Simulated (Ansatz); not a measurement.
Hg₂O₂⁻, relaxed as a doublet with UKS r2SCAN-D4/def2-TZVPD in Ansatz, starting from the GFN1-xTB geometry. Force threshold 0.02 eV/Å.

In the def2 sets Hg takes a core potential; there is no spin–orbit coupling. The highest occupied level of the charge -1 doublet lies above zero (up to 0.76 eV). It is a level of β spin, whose loss leaves a triplet; that state wasn't run at this geometry and level. The electron is either unbound and held by the finite basis, or the level is raised by self-interaction error. The relaxation made no stability test and no search for a lower SCF solution. The structure comes from a short search, and lower isomers may exist.

Start:

```xyz
4

Hg   -0.656   -1.628   -1.554
Hg    1.040    1.242    1.688
O     0.312    0.372   -0.579
O    -0.696    0.015    0.445
```

| step | energy (eV) | largest force component (eV/Å) | SCF passes |
| --- | --- | --- | --- |
| 1 | -12449.8057 | 2.812 | 25 |
| 2 | -12450.2977 | 1.690 | 38 |
| 3 | -12450.4043 | 0.727 | 33 |
| 4 | -12450.4223 | 0.266 | 26 |
| 5 | -12450.4292 | 0.025 | 26 |
| 6 | -12450.4309 | 0.031 | 25 |
| 7 | -12450.4310 | 0.013 | 27 |

Force components are those of the run's own axes.

End:

```xyz
4

Hg   -0.988   -1.664   -1.870
Hg    0.996    1.666    1.864
O     0.474    0.189   -0.422
O    -0.481   -0.191    0.428
```

Bonds lost: Hg1–O3, Hg1–O4, Hg2–O3, Hg2–O4 (atoms count from 1). The end holds 3 separate pieces.

No frequencies were taken in this run, so the end may be a saddle point.

Run time 33 s (4 threads of Arm Neoverse V1 on a shared host).
